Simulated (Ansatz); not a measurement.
`[SiH3][Zn][GaH2]` + HCl → `[SiH3][Zn][Cl]` + `[GaH3]`  (cleavage of the Zn–Ga bond)

Gas-phase electronic energies from Ansatz, PBE0-D4/def2-TZVP geometries. CCSD(T)/CBS is the MP2 limit (def2-TZVPP, def2-QZVPP) plus CCSD(T) − MP2 in def2-TZVPP, frozen cores. This one scheme is used for every species. Functionals use def2-TZVPP. For Ga, Zn outer-core shells are correlated without core-valence functions, which leaves a few kJ/mol of doubt a bond. Scalar relativity is left out up to krypton.

CCSD(T)/CBS gives -110.1 kJ/mol.

(1) Another level gave -113.9 kJ/mol. Which?
A. RPA@PBE/def2-TZVPP
B. BHLYP-D4/def2-TZVPP
C. PBE/def2-TZVPP
D. CCSD/def2-TZVPP

Largest T1 diagnostic among the species: 0.014.

Results:

(1) B. BHLYP-D4 -113.9, RPA@PBE/def2-TZVPP -102.2, CCSD/def2-TZVPP -108.5, PBE -96.3 kJ/mol.

At CCSD(T), def2-SVP lies +14.3 kJ/mol from the extrapolated value and def2-TZVPP +3.6 kJ/mol. Leaving LDA and LC-ωPBE aside and taking each functional with its dispersion term where it has one, the values, not all of them listed here, spread over 22.3 kJ/mol, from B97M-V to PBE-D4. From BLYP to BHLYP (50 % exact exchange), in def2-TZVPP and without D4, ΔE moves by −15.4 kJ/mol.

CCSD(T)/CBS has its own doubt, a few kJ/mol and more with outer-core shells, so smaller differences from it don't rank the levels.
